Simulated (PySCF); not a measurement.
# Si²⁺ (silicon, charge +2): UHF calculation

Configuration: [Ne] 3s1 4s1, high-spin 3S determinant (an excited configuration). All numbers are calculated (PySCF 2.14, the non-relativistic Hamiltonian (point nucleus), in dyall-av2z (13s9p2d, 50 functions)).

```json
{
 "Total energy": "-287.332556 hartree",
 "One-electron energy": "-386.6151 hartree",
 "Hartree (Coulomb) energy": "118.9268 hartree",
 "Exchange energy": "-19.6442 hartree",
 "Kinetic energy": "287.32079 hartree",
 "⟨S²⟩": "2.0000",
 "⟨L²⟩": "0.000",
 "Sum of ⟨r⟩": "10.94 bohr",
 "Sum of ⟨r²⟩": "30.18 bohr²",
 "Density at the nucleus (Gaussians lack the cusp)": "1720 bohr⁻³",
 "Spin density at the nucleus": "7.64 bohr⁻³",
 "Langevin diamagnetic susceptibility": "-23.9 ×10⁻⁶ cm³/mol"
}
```

```csv
shell,electrons,mean orbital energy (hartree),"rms radius, mean of both spins (bohr)"
1s α,1,-69.92150,0.129
1s β,1,-69.89863,0.129
2s α,1,-7.23390,0.613
2s β,1,-7.18977,0.613
2p α,3,-5.32265,0.597
2p β,3,-5.30511,0.597
3s α,1,-1.40534,1.99
4s α,1,-0.51754,4.82
```

The outer electron is Rydberg-like, and this basis confines it to a smaller radius and binds it less than a complete one would.
